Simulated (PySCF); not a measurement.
Correlation energy of Ti²⁺ (titanium, charge +2)

[Ar] 3d2, high-spin 3F determinant. Computed with PySCF 2.14 in ANO-RCC-VTZP (6s5p3d2f1g, 59 functions), with the spin-free X2C one-electron Hamiltonian (Gaussian nucleus). Frozen: [Ne]; 10 electrons correlated.

| level | correlation energy (mhartree) |
| --- | --- |
| CCSD | -306.43 |
| (T) | -6.04 |
| CCSD(T) | -312.47 |

Diagnostics: T1 = 0.0044, D1 = 0.0099, largest double amplitude 0.023.

Cost of the coupled-cluster step: roughly 6 core-seconds, for 10 correlated electrons.
